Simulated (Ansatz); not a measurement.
Br$_{2}$Ge, charge -1, doublet, geometry from GFN2-xTB of the parent state (a state made from the parent by changing its charge; the spin is typed, not shown lowest) (a gas-phase anion, which may not be bound at this level); BLYP/pcseg-1 in Ansatz (a quantum-chemistry and plane-wave program).

Ansatz was given this input:
Ansatz 0.2 input:
```yaml
crystal:
  periodic: [false, false, false]
  atoms:
    - {symbol: Ge, position_ang: [0.01662620, 0.00626078, 1.00353305]}
    - {symbol: Br, position_ang: [1.08727208, -1.65040649, -0.46661885]}
    - {symbol: Br, position_ang: [-1.10247318, 1.64468236, -0.45089707]}
basis:
  gaussian:
    orbitals: pcseg-1.json
hamiltonian:
  xc: blyp
total_charge: -1
magnetization: {spin_polarized: false, initial_magnetization: 1}
```
The basis file holds pcseg-1 in the JSON format of the Basis Set Exchange.

It wrote (shortened):

```
Functional definition: BLYP
989 factors; their error is unknown
mean field evaluation 1: about -196595.8104 eV, gradient 1.2e1 eV
mean field evaluation 2: about -196595.3961 eV, gradient 1.5e1 eV
mean field evaluation 4: about -196596.2810 eV, gradient 1.0e0 eV
mean field evaluation 8: about -196596.2563 eV, gradient 4.2e-2 eV
mean field evaluation 16: about -196596.2563 eV, gradient 4.8e-5 eV
mean field -196596.25630231 eV, -7224.7791613813 hartree, gradient 3.7e-5 eV, S^2 0.750000; 0 other end points of the search recorded, 0 dependent functions left out
reference -196596.25659945 eV, -7224.7791723010 hartree; 52, 51 occupied and 29, 30 virtual orbitals, 989 factors
Total energy: -196596.25659945 eV, -7224.7791723010 hartree
```
